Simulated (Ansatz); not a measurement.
Reaction: C2H5Si (SMILES C=[C][SiH3], doublet) → C2H5Si (SMILES [CH2][Si]C, doublet)
Each species at its own B3LYP-D3(BJ)/def2-TZVP minimum (Ansatz, a quantum-chemistry and plane-wave program).

Quantity: isomerisation energy (electronic), in kcal/mol. Radicals and triplets start from unrestricted determinants; spin-orbit coupling is neglected. CBS(X,Y): correlation extrapolated as X^-3, Hartree-Fock from the larger set. A bracket is a step between two methods taken in the basis named. Functionals run without relativity, which enters their misses. '+ core + X2C': CCSD(T) terms for core correlation (cc-pwCVTZ, 1s frozen past Ne) and scalar relativity (cc-pVTZ-DK). The UHF reference of C2H5Si (C=[C][SiH3], doublet) is spin-contaminated (<S^2> up to 0.19 over the pure value in the sets run). The UHF reference of C2H5Si ([CH2][Si]C, doublet) is spin-contaminated (<S^2> up to 0.37 over the pure value in the sets run).

CCSD(T)/CBS(cc-pV(T+d)Z,cc-pV(Q+d)Z) + [CCSDT(Q) - CCSD(T)]/cc-pV(D+d)Z + core + X2C (Ansatz) gives -7.2 kcal/mol.

Q: What does PBE/def2-TZVPD (Ansatz) give here, and how do the other levels compare?

A: PBE gives -9.4 kcal/mol, 2.2 kcal/mol below it. Differences of the others: r2SCAN/def2-TZVPD (Ansatz) 0.8; PBE0/def2-TZVPD (Ansatz) -0.4; CCSD(T)/CBS(cc-pV(T+d)Z,cc-pV(Q+d)Z) + core + X2C (Ansatz) 0.5 kcal/mol.
